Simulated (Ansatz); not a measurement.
A calculation with Ansatz (development build ahead of 0.2.0).

```yaml
crystal:
  periodic: [false, false, false]
  atoms:
    - { symbol: Fe, position_ang: [1.2, 0.0, 0.0] }
    - { symbol: Fe, position_ang: [-1.2, 0.0, 0.0] }
    - { symbol: S, position_ang: [0.0, 1.8, 0.0] }
    - { symbol: S, position_ang: [0.0, -1.8, 0.0] }
basis:
  gaussian: { orbitals: def2-SVP }
total_charge: -1
magnetization:
  spin_polarized: true
  initial_magnetization: 1
hamiltonian:
  xc: hf
scf:
  omitted_lower_state_checks: [stability, starts, atomic_configurations, cluster_reference, orbital_swaps, given_window_search, neighbouring_geometries, increment]
output:
  forces: true
```

The input is written out in the form of the current development build from the run's settings.

Output:

```json
{
 "Converged": "yes",
 "Total energy": "-3319.43490 hartree",
 "Spin squared of the determinant": "4.754"
}
```

Forces (eV/Å):
| atom | Fx | Fy | Fz |
| --- | --- | --- | --- |
| Fe1 | 6.330 | 0.000 | 0.000 |
| Fe2 | -3.846 | 0.000 | 0.000 |
| S3 | -1.242 | 4.411 | 0.000 |
| S4 | -1.242 | -4.411 | 0.000 |

Caution: no diffuse functions for an anion; another spin multiplicity may lie lower; the unrestricted determinant is a mixture of spin states; no wide search was run, a lower solution can exist; the determinant breaks the point group.
